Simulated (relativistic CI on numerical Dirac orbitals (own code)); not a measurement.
Transition arrays of Ag28+

Calculated at this level of theory: Dirac-Coulomb-Breit CI, KLI orbitals optimised for each configuration, a model potential for QED, valence Slater integrals scaled by 0.9, whole transition arrays (own radial code, finite nucleus).

Configuration list (outside the closed core [Ne] 3s2): 3p6.3d, 3p6.4f, 3p5.3d2, 3p6.4p, 3p6.5f. Levels of other configurations are missing.

All E1 lines from the levels of 3p6.3d; mean and standard deviation are weighted by gf, and upper levels are sorted by their leading configuration.

| Upper configuration | Lines | Σgf | Mean (eV) | Mean (nm) | σ (eV) | Strongest line (nm) |
| --- | --- | --- | --- | --- | --- | --- |
| 3p6.4f | 3 | 9.0 | 788.47 | 1.572 | 3.68 | 1.578 |
| 3p5.3d2 | 60 | 14.8 | 201.48 | 6.154 | 16.33 | 5.893 |
| 3p6.4p | 3 | 0.3 | 666.37 | 1.861 | 3.50 | 1.856 |
| 3p6.5f | 3 | 2.0 | 1057.56 | 1.172 | 3.85 | 1.176 |

Σgf per state of the lower configuration in bins of 0.2 nm over the central range (centre: value): 1.1: 0.20, 1.5: 0.90, 1.9: 0.03, 5.7: 0.26, 5.9: 0.59, 6.1: 0.23, 6.5: 0.18, 6.9: 0.01, 7.1: 0.05, 7.5: 0.13.

Task: How do configuration mixing and the scaling of the Slater integrals move the arrays?

Result: Slater scale 0.9, no configuration mixing: 3p6.4f 788.1 ± 3.7 eV (Σgf 8.4), 3p5.3d2 201.5 ± 16.3 eV (Σgf 14.9), 3p6.4p 666.3 ± 3.5 eV (Σgf 0.3), 3p6.5f 1057.5 ± 3.9 eV (Σgf 1.8); Slater scale 1: 3p6.4f 788.5 ± 3.7 eV (Σgf 9.1), 3p5.3d2 205.3 ± 16.7 eV (Σgf 15.0), 3p6.4p 666.4 ± 3.5 eV (Σgf 0.3), 3p6.5f 1057.6 ± 3.9 eV (Σgf 2.1); Slater scale 0.8: 3p6.4f 788.4 ± 3.7 eV (Σgf 8.9), 3p5.3d2 197.7 ± 16.0 eV (Σgf 14.5), 3p6.4p 666.4 ± 3.5 eV (Σgf 0.3), 3p6.5f 1057.5 ± 3.9 eV (Σgf 2.0). With mixing, levels are counted to their leading configuration, so an array can shrink or vanish into another, and the sums then hold other lines.
